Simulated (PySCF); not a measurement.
**Magnetisability: `InChI=1S/C3H3F3O/c4-2(5)1-3(6)7/h1-2,7H/p-1/b3-1+`, charge -1**

Geometry (Å), atoms numbered from 1 in this order:
```xyz
9

O     2.5778   -0.3890   -0.0192
C     1.4291   -0.0481    0.1658
F     1.2649    0.9640    1.2167
C     0.2377   -0.3988   -0.3917
C    -1.0416    0.1545   -0.0003
F    -1.7501    0.7608   -1.0457
F    -1.9752   -0.8000    0.4245
H     0.2504   -1.1371   -1.1763
H    -0.9794    0.8998    0.8011
```

Total charge -1.

The calculation used PySCF 2.14.0, GIAO KT3/aug-pcSseg-1 magnetisability, rotational g tensor and spin-rotation constants, non-relativistic, gas phase. Geometry: GFN2-xTB.

For an ion the centre-of-mass motion in the field is neglected.

**Question.** What are the magnetisability and the molar susceptibility?

**Answer.** Isotropic -833 × 10⁻³⁰ J/T², or -50.2 × 10⁻⁶ cm³/mol; principal values -882, -880, -738 × 10⁻³⁰ J/T², anisotropy 143 × 10⁻³⁰ J/T² (root of half the summed squared differences of the principal values). The susceptibility is in cgs units.

**Question.** Split it along the inertial axes a, b, c into diamagnetic and paramagnetic parts about the centre of mass, with the quadrupole moment.

**Answer.** 
| axis | χ (10⁻⁶ cm³/mol) | diamagnetic (10⁻⁶ cm³/mol) | paramagnetic (10⁻⁶ cm³/mol) | summed x² of all electrons (Å²) | quadrupole Θ (D Å) |
| --- | --- | --- | --- | --- | --- |
| a | -53.1 | -278.6 | 225.5 | 167.8 | -21.27 |
| b | -44.4 | -840.0 | 795.5 | 35.5 | +11.62 |
| c | -53.0 | -862.3 | 809.3 | 30.2 | +9.65 |

Anisotropies 2χaa − χbb − χcc = -8.8 and 2χbb − χaa − χcc = +17.2 × 10⁻⁶ cm³/mol. Θ is traceless in Buckingham's convention.

**Question.** And the rotational g tensor?

**Answer.** 
| axis | rotational constant (GHz) | g | nuclear part | electronic part |
| --- | --- | --- | --- | --- |
| a | 5.3728 | -0.0617 | 0.5074 | -0.5691 |
| b | 1.3986 | -0.0345 | 0.4882 | -0.5227 |
| c | 1.3767 | -0.0277 | 0.4958 | -0.5234 |

Asymmetric top; isotopes 12C, 19F, 1H, 16O; no vibrational averaging.
